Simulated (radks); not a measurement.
Values are calculated unless marked as measured or tabulated.
All-electron atom: He II in 1s1 (the NIST ground configuration).

Code: a radial shooting solver on a logarithmic mesh with Libxc functionals. Model: Dirac Kohn-Sham, BLYP, spin-unpolarised, spherical densities, finite nucleus; Gaussian nuclear charge, rms radius 1.6755 fm.

Energy parts (eV):
part                    energy
total                  -51.952
kinetic                 51.543
electron-nucleus      -105.884
Hartree                 16.365
exchange-correlation   -13.976

Orbitals (lengths in bohr, moments of r in powers of bohr; r(max) is where P^2 peaks):
orbital	occ.	eigenvalue (eV)	<r^2>	r(max)	<1/r>	<r>	small-component weight
1s1/2	1	-39.3578	0.8326	0.5049	1.946	0.7844	5.04e-05

The highest occupied level is 1s1/2 at -39.358 eV. For comparison, the ionisation energy in NIST's Atomic Spectra Database is 54.418 eV (theoretical). In exact Kohn-Sham theory the highest level is minus the ionisation energy, but local and semilocal functionals leave it too shallow, through self-interaction and a potential that decays too fast; potentials with the right tail come closer.

Beside tabulated values, note that spin-unpolarised runs miss the spin-polarisation part of the exchange energy of open shells.
